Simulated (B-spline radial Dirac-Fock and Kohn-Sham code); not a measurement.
Isotope-shift constants of the inner levels of Hg

System: the free mercury atom, configuration [Xe] 4f14 5d10 6s2.

These are calculated numbers from an atomic code on a B-spline grid; the model is first-order field-shift and mass-shift constants from Dirac-Fock ground and hole states with a Fermi nucleus; the mass shift has no relativistic recoil terms. A binding energy shifts by δE = F·δ⟨r²⟩ + (K_N + K_S)·δ(1/M); F is taken for a change of radius at fixed skin thickness and so holds the higher radial moments.

```tsv
level	F (meV/fm²)
K (1s)	-1412
L1 (2s)	-211.7
L2 (2p1/2)	-5.719
L3 (2p3/2)	8.282
M1 (3s)	-48.46
M2 (3p1/2)	-1.330
M3 (3p3/2)	2.387
M4 (3d3/2)	2.230
M5 (3d5/2)	2.109
```

The mass shift is not given and not included below: at this Z its relativistic corrections are large. It matters little for K lines but can be comparable with the field shift of L lines.

Field shifts alone in meV from A = 202 (mass 201.9706 u, rms radius 5.4648 fm); radii from Angeli and Marinova (2013).

```
  A  mass (u)  radius (fm)      Kα1      Kα2      Kβ1   Lα1
181  180.9778       5.4364   +439.8   +435.4   +437.9  -1.9
182  181.9747       5.3833  +1255.8  +1243.4  +1250.6  -5.5
185  184.9719       5.4397   +388.8   +384.9   +387.2  -1.7
189  188.9682         5.41        ?        ?        ?     ?
192  191.9656       5.4232   +643.4   +637.0   +640.7  -2.8
193  192.9667       5.4238   +634.1   +627.9   +631.5  -2.8
197  196.9672       5.4412   +365.6   +362.0   +364.1  -1.6
200  199.9683       5.4551   +150.5   +149.0   +149.8  -0.7
203  202.9729       5.4679    -48.1    -47.7    -47.9  +0.2
204  203.9735       5.4744   -149.2   -147.7   -148.5  +0.6
```

Task: What are the shifts for A = 189?

Result: Kα1 +846.5 meV; Kα2 +838.1 meV; Kβ1 +843.0 meV; Lα1 -3.7 meV.
